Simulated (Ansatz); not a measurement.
Input and output for AsH4NO, SMILES `N[AsH]O`.

```yaml
crystal:
  periodic: [false, false, false]
  atoms:
    - {symbol: N, position_ang: [-0.886214, 0.769921, -0.484805]}
    - {symbol: As, position_ang: [-0.401007, -0.609164, 0.611166]}
    - {symbol: O, position_ang: [1.352883, -0.861210, 0.240332]}
    - {symbol: H, position_ang: [-1.163803, 0.473118, -1.409158]}
    - {symbol: H, position_ang: [-0.227974, 1.534704, -0.547687]}
    - {symbol: H, position_ang: [-0.067794, 0.318542, 1.772147]}
    - {symbol: H, position_ang: [1.455109, -1.693809, -0.227695]}
basis:
  gaussian: {orbitals: "6-31G*"}
total_charge: -1
magnetization: {spin_polarized: true, initial_magnetization: 1}
hamiltonian: {xc: {name: PBE0-DH}, pseudopotentials: {relativity: scalar}}
accuracy: high
```

```sh
$ ansatz run in.yaml --threads 2 --pin off --events-out ev --progress --plain --max-ram 4352MiB
```

Output, abridged:

```
Functional definition: PBE0-DH
1479 factors; integrals over basis functions are off by at most 4.5e-9 eV
mean field evaluation 1: about -64953.7839 eV, gradient 1.8e1 eV
mean field evaluation 2: about -64953.8188 eV, gradient 1.8e1 eV
mean field evaluation 4: about -64955.0833 eV, gradient 2.4e0 eV
mean field evaluation 8: about -64955.1312 eV, gradient 3.0e-1 eV
mean field evaluation 16: about -64955.1789 eV, gradient 1.0e-1 eV
mean field evaluation 32: about -64955.1793 eV, gradient 8.1e-6 eV
mean field -64955.17927976 eV, -2387.0588103292 hartree, gradient 9.9e-8 eV, S^2 0.754722; 2 other end points of the search recorded, 0 dependent functions left out
11 core orbitals not correlated: weight in the atoms' cores, before any rotation towards them, 1.000 or more for the frozen orbitals, at most 0.000 for the correlated occupied ones
reference -64955.17928132 eV, -2387.0588103865 hartree; 16, 15 occupied and 46, 47 virtual orbitals, 1479 factors
second order -20.70550900 eV of doubles, -0.00000000 eV of singles
Total energy: -64957.76746994 eV, -2387.1539245641 hartree
Relativity: scalar
```

Hardware: 2 threads of an Arm Neoverse V1 on a shared host. Wall time 12 s, peak host memory 0.32 GiB.
